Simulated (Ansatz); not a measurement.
Born–Oppenheimer molecular dynamics of ClH₅W (7 atoms, charge 0, multiplicity 1). It starts at the highest image of a converged band. Of that band: The profile has 2 maxima (images 1, 4) with wells between them (image 3): this band takes more than one step, which may be the mechanism or a detour left from its start path. A vibrational analysis at the climbing image gives one clearly imaginary mode, 406i cm⁻¹: a first-order saddle point.

All numbers below come from RKS revPBE-D4/def2-SVP in Ansatz.

```yaml
ensemble: NVE (velocity Verlet)
time_step: 0.5 fs
steps_asked: 200
starting_velocities_drawn_for: 300 K
seed: 5741
```

First frame:

```xyz
7
Properties=species:S:1:pos:R:3
W -0.187 -0.333 -0.200
H 0.076 0.216 1.341
H 1.358 -0.147 0.383
H 0.411 1.226 0.080
H -1.478 0.376 0.661
Cl 0.289 -2.551 0.170
H 0.432 0.543 -1.535
```

How far do the bonds stretch over the last three quarters of this one trajectory? (Pairs bonded in most of those frames.)


| bond | mean (Å) | spread (Å) | shortest | longest |
| --- | --- | --- | --- | --- |
| W1–H2 | 1.699 | 0.022 | 1.65 | 1.73 |
| W1–H3 | 1.672 | 0.021 | 1.63 | 1.71 |
| W1–H4 | 1.702 | 0.032 | 1.65 | 1.75 |
| W1–H5 | 1.714 | 0.034 | 1.65 | 1.77 |
| W1–Cl6 | 2.282 | 0.057 | 2.20 | 2.37 |
| W1–H7 | 1.715 | 0.024 | 1.67 | 1.76 |

Mean temperature of the second half: 520 K. The conserved energy stayed within 0.081 meV per atom of its start (net change 0.015 meV per atom), so the integration is sound. The kinetic energy rose, since the run started high on the potential surface and went downhill. A run of 0.1 ps of so small a system gives no equilibrium averages. The orbitals stay closed-shell, which can raise the energy where a bond breaks towards radicals; this wasn't checked here.

Time of the run: 3.4 min on 2 threads of Arm Neoverse V2, on a shared host, peak memory 0.13 GiB.
